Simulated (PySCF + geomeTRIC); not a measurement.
Species: [Zr(CH3)4] (charge 0, multiplicity 1).

Q: Give a relaxed geometry from TPSS-D3(BJ)/def2-SVP run with PySCF + geomeTRIC.

A: the end point of this relaxation.
Cartesian coordinates (Å) in one orientation:
```xyz
17

Zr    -0.084     0.118     0.003
C     -0.671    -1.601     1.303
H     -1.659    -1.431     1.779
H      0.067    -1.766     2.116
H     -0.740    -2.543     0.720
C     -1.693     1.667     0.046
H     -2.531     1.363     0.708
H     -2.113     1.842    -0.966
H     -1.309     2.640     0.421
C      0.200    -0.599    -2.093
H     -0.492    -0.086    -2.793
H      0.012    -1.690    -2.177
H      1.235    -0.411    -2.449
C      1.823     1.004     0.754
H      1.694     2.072     1.027
H      2.625     0.950    -0.012
H      2.189     0.471     1.657
```
